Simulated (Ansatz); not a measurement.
Relaxing a trial structure of CH7AlSiTe

The starting geometry of this gas-phase singlet was optimised with GFN2-xTB.

```
atom    x (Å)    y (Å)    z (Å)
   C  -0.2185  -1.3989  -1.1734
  Al  -0.1590  -1.0075   0.8339
  Si  -0.9169   0.2553  -1.7647
  Te  -0.4536   1.7041   0.2935
   H   1.2066  -1.0642   1.5840
   H  -1.4688  -1.2665   1.6470
   H  -0.7882  -2.2410  -1.5790
   H   0.8002  -1.5111  -1.5739
   H  -2.3685   0.3228  -1.9379
   H  -0.3042   0.9284  -2.9144
   H   1.1369   1.7732  -0.1269
```

Question: Predict what becomes of its bonds when it is optimised with B3LYP-D3(BJ)/def2-SVP.

Answer: It keeps its bonds.

The energy falls by 0.14 eV over 12 steps:

```
step  E − E(last) (eV)
   1             0.144
   2             0.033
   3             0.009
   5             0.002
   6             0.001
   7             0.000
   8             0.000
  10             0.000
  11             0.000
  12             0.000
```

Final geometry (Å):

```yaml
atoms:
  - { symbol: C, position_ang: [-0.1672, -1.3381, -1.1681] }
  - { symbol: Al, position_ang: [-0.1915, -1.0930, 0.8307] }
  - { symbol: Si, position_ang: [-0.9202, 0.2453, -1.7618] }
  - { symbol: Te, position_ang: [-0.3883, 1.8183, 0.2397] }
  - { symbol: H, position_ang: [1.1712, -1.2457, 1.6305] }
  - { symbol: H, position_ang: [-1.6055, -1.2826, 1.5336] }
  - { symbol: H, position_ang: [-0.7248, -2.2203, -1.5253] }
  - { symbol: H, position_ang: [0.8766, -1.4155, -1.5172] }
  - { symbol: H, position_ang: [-2.4083, 0.2489, -1.7735] }
  - { symbol: H, position_ang: [-0.3987, 0.9026, -2.9939] }
  - { symbol: H, position_ang: [1.2226, 1.8747, -0.2066] }
```

The end wasn't checked by frequencies. Atoms past krypton carry core potentials, without spin–orbit terms. Run with Ansatz 0.2.0, 30 s on 2 threads of Arm Neoverse V2, with other jobs on the host.
